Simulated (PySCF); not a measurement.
## Correlation energy of B (boron, neutral)

[He] 2s1 2p1 3s1, high-spin 4P determinant (an excited configuration). All numbers are calculated (PySCF 2.14, the spin-free X2C one-electron Hamiltonian (Gaussian nucleus), in aug-cc-pVDZ-DK (4s3p2d, 23 functions)). Frozen: 1s2; 3 electrons correlated.

| level | correlation energy (mhartree) |
| --- | --- |
| CCSD | -8.52 |
| (T) | -0.05 |
| CCSD(T) | -8.57 |
| CCSDT | -8.60 |
| FCI | -8.60 |

Diagnostics: T1 = 0.0057, D1 = 0.0116, largest double amplitude 0.048, weight of the Hartree-Fock determinant in FCI 0.9853 (1540 determinants).

The outer electron is Rydberg-like, and this basis confines it to a smaller radius and binds it less than a complete one would.

Cost of the coupled-cluster step: roughly 0.22 core-seconds, for 3 correlated electrons.
